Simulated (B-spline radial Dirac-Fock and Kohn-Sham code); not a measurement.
Calculated with an atomic code on a B-spline grid, using ΔSCF Dirac-Fock with Breit, self-energy and vacuum polarisation, finite nucleus, configuration average. Free neutral atoms.

Q: Order these X-ray lines by photon energy, lowest first.
A. Pr Mζ1
B. Eu Mζ1
C. As Lα1
D. Sm Mζ2
E. Mg Kα2
F. In Mγ

A: F (651.8 eV), A (703.4 eV), D (821.6 eV), B (863.8 eV), E (1254.3 eV), C (1283.9 eV).
